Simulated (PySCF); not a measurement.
BiF2 (SMILES [F][Bi][F]), doublet, geometry from GFN2-xTB (such geometries of metal compounds can be far from the true shape) (the spin is typed, not shown lowest) (core potentials on Bi). Base run: DF-PBE/def2-TZVP in PySCF.

Input for PySCF:
```python
from pyscf import gto, scf, dft

mol = gto.M(
    atom='''
Bi    0.21676949    0.09744039    0.08784468
F    -1.13429517    0.71672105   -1.36595467
F    -0.86480123   -1.61533800    0.55583154
''',
    basis='def2-tzvp',
    ecp={'Bi': 'def2-tzvp'},
    spin=1,
    verbose=4,
)

mf = dft.UKS(mol)
mf.xc = 'pbe'
mf = mf.density_fit(auxbasis='def2-universal-jkfit')
mf.kernel()
```

Each row names what was changed in the base input (with any setting that the change needs).

| change | basis functions | E (Eh) | HOMO (eV) | dipole (D) |
|---|---|---|---|---|
| base | 112 | -414.30215 | -5.20 | 4.55 |
| basis = x2c-TZVPall; relativity = spin-free X2C; nucleus = Gaussian (with nucmod='G'; without ecp={'Bi': 'def2-tzvp'}; without mf = mf.density_fit(auxbasis='def2-universal-jkfit')) | 145 | -21735.22125 | -5.20 | 4.52 |
| basis = x2c-TZVPall; relativity = spin-free X2C (without ecp={'Bi': 'def2-tzvp'}; without mf = mf.density_fit(auxbasis='def2-universal-jkfit')) | 145 | -21739.92664 | -5.20 | 4.53 |
| basis = x2c-TZVPall; relativity = none (without ecp={'Bi': 'def2-tzvp'}; without mf = mf.density_fit(auxbasis='def2-universal-jkfit')) | 145 | -19407.67948 | -5.13 | 3.46 |
| basis = x2c-SVPall; relativity = spin-free X2C (without ecp={'Bi': 'def2-tzvp'}; without mf = mf.density_fit(auxbasis='def2-universal-jkfit')) | 90 | -21738.39045 | -4.85 | 4.24 |
| basis = x2c-SVPall; relativity = none (without ecp={'Bi': 'def2-tzvp'}; without mf = mf.density_fit(auxbasis='def2-universal-jkfit')) | 90 | -17338.22702 | -5.05 | 3.06 |
| basis = x2c-SVPall; relativity = spin-free X2C; nucleus = Gaussian (with nucmod='G'; without ecp={'Bi': 'def2-tzvp'}; without mf = mf.density_fit(auxbasis='def2-universal-jkfit')) | 90 | -21733.72489 | -4.85 | 4.24 |
| basis = jorge-DZP-DKH; relativity = none (without ecp={'Bi': 'def2-tzvp'}; without mf = mf.density_fit(auxbasis='def2-universal-jkfit')) | 93 | -16953.52886 | -5.36 | 4.08 |
| basis = jorge-DZP-DKH; relativity = spin-free X2C; nucleus = Gaussian (with nucmod='G'; without ecp={'Bi': 'def2-tzvp'}; without mf = mf.density_fit(auxbasis='def2-universal-jkfit')) | 93 | -21549.97560 | -5.71 | 3.43 |
| basis = jorge-DZP-DKH; relativity = spin-free X2C (without ecp={'Bi': 'def2-tzvp'}; without mf = mf.density_fit(auxbasis='def2-universal-jkfit')) | 93 | -21553.75382 | -5.71 | 3.43 |

Absolute energies of different levels of theory aren't comparable as measures of quality.

Open shells are given as the SCF converged; they aren't shown to be the lowest states, and a large step between rows can be another state.

Basis sets contracted for a relativistic Hamiltonian are a mismatch without it, so the rows without relativity aren't non-relativistic limits. No row has spin-orbit coupling; sets with core potentials leave out the core electrons.
